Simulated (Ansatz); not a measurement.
Input for Ansatz (a quantum-chemistry and plane-wave program): U-wB97M-V/def2-TZVPP on HOSi (SMILES O=[SiH]), 2S+1 = 2, atoms moved off the minimum.

Ansatz 0.2 input:
```yaml
crystal:
  periodic: [false, false, false]
  atoms:
    - {symbol: O, position_ang: [0.88022588, -0.49810145, 0.01169757]}
    - {symbol: Si, position_ang: [-0.38693763, 0.34241245, -0.04497626]}
    - {symbol: H, position_ang: [-1.73739222, -0.42189640, -0.04002056]}
basis:
  gaussian:
    orbitals: def2-TZVPP
hamiltonian:
  xc: {name: wB97M-V}
magnetization: {spin_polarized: true, initial_magnetization: 1}
output: {forces: true}
```

Output:

```
WARN ansatz: RAYON_NUM_THREADS=1 ignored (pool sized by the plan → 1); use --threads N
Functional definition: wB97M-V
integrals: 0.02 GiB planned
501 factors; their error is unknown
integrals: 0.06 GiB planned
100 factors; integrals over basis functions are off by at most 5.9e-5 eV
mean field: 0.34 GiB planned
mean field evaluation 1: about -9932.2905 eV, gradient 4.3e1 eV
mean field evaluation 2: about -9906.3584 eV, gradient 8.9e1 eV
mean field evaluation 4: about -9939.4035 eV, gradient 1.0e0 eV
mean field evaluation 8: about -9939.4156 eV, gradient 5.6e-2 eV
mean field evaluation 16: about -9939.4216 eV, gradient 1.1e-3 eV
mean field -9939.42162645 eV, -365.2670075901 hartree, gradient 5.3e-5 eV, S^2 0.755614; 0 other end points of the search recorded, 0 dependent functions left out
the calculation of the forces begins
reference -9939.42166051 eV, -365.2670088418 hartree; 12, 11 occupied and 75, 76 virtual orbitals, 501 factors
Total energy: -9939.42166051 eV, -365.2670088418 hartree
Atom 0 at     0.880226    -0.498101     0.011698 Å, force     0.046017     0.013879     0.000310 eV/Å
Atom 1 at    -0.386938     0.342412    -0.044976 Å, force    -0.316851    -0.208829     0.002324 eV/Å
Atom 2 at    -1.737392    -0.421896    -0.040021 Å, force     0.270834     0.194950    -0.002634 eV/Å
Dipole moment:    -0.600796     0.363088    -0.025476 e Å
```

Self-consistency was reached.

Cost: around 4 core-seconds (rough).
